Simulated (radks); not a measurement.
Results of a calculation; reference values are marked as such.
Spherical jellium clusters: N electrons in a uniform positive sphere of charge N and radius rs N^(1/3), rs = 4.84 bohr. Level of theory: non-relativistic Kohn-Sham, LDA (Slater exchange, Perdew-Wang correlation), spin-polarised, spherical densities (a radial shooting solver with Libxc functionals). Levels are named by radial order and angular momentum (1s, 1p, 1d, 2s, ...), and open shells are averaged over m.

N = 16, configuration 1s2 1p6 1d(up 5, down 3). This is the lowest configuration that the search found. Occupied and some empty levels:

level,occupation,eigenvalue (eV),<r> (bohr)
1s up,1,-4.0498,7.551
1s down,1,-3.9460,7.393
1p up,3,-3.4327,8.989
1p down,3,-3.3029,8.968
1d up,5,-2.6622,9.989
1d down,3,-2.5286,10.03
2s up,0,-2.3100,8.198
2s down,0,-2.2507,8.302
1f up,0,-1.7662,10.89
1f down,0,-1.6402,10.97
2p up,0,-1.2942,10.25
2p down,0,-1.2290,10.33

Energy (eV): total -29.0645, kinetic 20.011, external -679.56, Hartree 337.56, exchange-correlation -49.786, background 342.71.

Electron density:

r (bohr),n(r) (e/bohr^3)
0.387,0.001031
1.36,0.001100
2.33,0.001250
3.30,0.001480
4.28,0.001777
5.25,0.002108
6.22,0.002413
7.19,0.002612
8.16,0.002614
9.13,0.002361
10.1,0.001876
11.1,0.001287
12.1,0.0007568
13.0,0.0003898
14.0,0.0001814
15.0,0.00007977
15.9,0.00003351
16.9,0.00001364
17.9,5.422e-06
18.9,2.107e-06
